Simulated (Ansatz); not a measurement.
Reaction (formal exchange of groups at a Ge–I bond): `[GeH3][I]` + `CC(N)F` → `N[CH](F)[GeH3]` + `CI`

Isolated molecules relaxed with PBE0-D4/def2-TZVP in Ansatz; ΔE leaves out vibrations. CCSD(T)/CBS adds triple-zeta CCSD(T) − MP2 to the extrapolated MP2 energy (def2 sets, frozen cores). DFT in def2-TZVPP. B3LYP here is the variant with VWN-RPA as its local correlation; programs differ in this. def2 core potentials past Kr. For Ge, I outer-core shells are correlated without core-valence functions, which leaves a few kJ/mol of doubt a bond. Scalar relativity is left out up to krypton. Each species was taken in one conformer, which may not be the lowest.

CCSD(T)/CBS gives +136.8 kJ/mol.

Another level gave +137.3 kJ/mol. Which?
A. ωB97X-V/def2-TZVPP
B. B3LYP-D4/def2-TZVPP
C. PBE-D4/def2-TZVPP
D. HF/def2-TZVPP

B. B3LYP-D4 137.3, ωB97X-V 142.0, HF/def2-TZVPP 163.0, PBE-D4 133.1 kJ/mol.

Largest T1 diagnostic among the species: 0.012.

From PBE to PBE0 (25 % exact exchange), in def2-TZVPP and without D4, ΔE moves by +10.7 kJ/mol. In def2-TZVPP, CCSD(T) changes the Hartree–Fock value by −26.7 kJ/mol (the triples alone add −3.7 kJ/mol) and MP2 by −22.7 kJ/mol.
